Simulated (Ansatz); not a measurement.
Ge₁₄H₂₀, a nanocrystal cut from cubic germanium, relaxed as a singlet with RKS PBE-D4/def2-SVP in Ansatz, starting from the GFN2-xTB geometry. Force threshold 0.03 eV/Å.

Single mean-field runs in def2-SVP are fitted with def2-universal-jkfit.

Start:

```xyz
34

Ge    1.9853   -0.4135   -3.0621
Ge   -0.6087   -1.5571    3.3384
Ge   -0.7404   -2.1156   -0.6135
Ge    2.1244    0.1077    0.9476
Ge    1.1396    3.1155   -1.5673
Ge   -1.5926    1.4378    0.8906
Ge   -1.7153    0.9084   -3.1138
Ge    1.7125   -0.9071    3.1165
Ge    1.6043   -1.4351   -0.8906
Ge    0.6054    1.5561   -3.3392
Ge   -1.1413   -3.1167    1.5650
Ge   -1.9870    0.4138    3.0589
Ge   -2.1193   -0.1088   -0.9437
Ge    0.7514    2.1162    0.6126
H     1.7440   -1.4241   -4.1709
H     3.4587   -0.0880   -3.2397
H    -0.8567   -2.1986    4.7076
H    -1.0914   -3.1295   -1.7118
H     3.6040    0.5028    0.8472
H     2.5732    3.6065   -1.6756
H     0.3484    4.4046   -1.7069
H    -2.4817    2.6809    0.7485
H    -2.1423   -0.0343   -4.2263
H    -2.6426    2.0935   -3.3228
H     2.6437   -2.0883    3.3330
H     2.1310    0.0402    4.2279
H     2.4895   -2.6824   -0.7506
H     0.8519    2.1954   -4.7086
H    -0.3569   -4.4108    1.7080
H    -2.5794   -3.5985    1.6668
H    -3.4612    0.0847    3.2270
H    -1.7527    1.4193    4.1739
H    -3.5981   -0.5074   -0.8344
H     1.1004    3.1324    1.7083
```

```csv
step,energy (eV),largest force component (eV/Å),SCF passes
1,-791370.9549,0.474,17
2,-791371.2446,0.213,19
3,-791371.2967,0.019,20
```

Force components are those of the run's own axes.

End:

```xyz
34

Ge    2.008   -0.449   -3.055
Ge   -0.600   -1.538    3.296
Ge   -0.744   -2.118   -0.653
Ge    2.149    0.124    0.921
Ge    1.149    3.143   -1.535
Ge   -1.602    1.467    0.864
Ge   -1.756    0.897   -3.109
Ge    1.754   -0.895    3.112
Ge    1.608   -1.466   -0.863
Ge    0.599    1.537   -3.297
Ge   -1.150   -3.144    1.533
Ge   -2.009    0.447    3.053
Ge   -2.144   -0.125   -0.918
Ge    0.750    2.118    0.652
H     1.680   -1.477   -4.179
H     3.509   -0.054   -3.186
H    -0.854   -2.190    4.692
H    -1.093   -3.138   -1.784
H     3.651    0.536    0.798
H     2.643    3.569   -1.652
H     0.270    4.421   -1.686
H    -2.498    2.736    0.701
H    -2.125   -0.115   -4.235
H    -2.663    2.153   -3.272
H     2.663   -2.149    3.281
H     2.117    0.120    4.237
H     2.504   -2.735   -0.703
H     0.852    2.188   -4.693
H    -0.277   -4.425    1.687
H    -2.647   -3.563    1.645
H    -3.511    0.051    3.175
H    -1.688    1.472    4.182
H    -3.645   -0.538   -0.791
H     1.099    3.140    1.781
```

By distances, no bond broke or formed. The bond that changes most is Ge5–H21, from 1.52 to 1.56 Å (atoms count from 1).

No frequencies were taken in this run, so the end may be a saddle point.

Run time 26 s (4 threads of AMD EPYC 7R13 on a shared host and a share (37 GiB) of an NVIDIA H100 80GB HBM3).
